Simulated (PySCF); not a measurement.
**Working out the ionisation energy of Zn**

Zn [Ar] 3d10 4s2 (1S) → Zn+ [Ar] 3d10 4s1 (2S). All numbers are calculated (PySCF 2.14, the non-relativistic Hamiltonian (point nucleus), in def2-TZVPPD). Frozen: [Ne]. Energies in hartree (1 hartree = 27.21139 eV):

```json
{"part": "UHF", "Zn (lower)": "-1777.807076", "Zn+ (upper)": "-1777.526451"}
{"part": "CCSD correlation", "Zn (lower)": "-0.743200", "Zn+ (upper)": "-0.696813"}
{"part": "(T)", "Zn (lower)": "-0.016940", "Zn+ (upper)": "-0.012660"}
```

Task: What does Hartree-Fock give?

Result: (-1777.526451) − (-1777.807076) = 0.280625 hartree = 7.636 eV.

Task: What do CCSD and CCSD(T) give?

Result: The CCSD correlation energies differ by 0.046387 hartree = 1.262 eV and the triples by 0.004280 hartree = 0.116 eV, so CCSD gives 8.898 eV and CCSD(T) 9.014 eV.

Measured between the centres of the two terms (NIST): 9.394 eV, so CCSD(T) (valence and next inner shell) is off by -0.380 eV.

The calculation is non-relativistic.

What remains against the reference includes basis incompleteness, the frozen core and higher excitations.
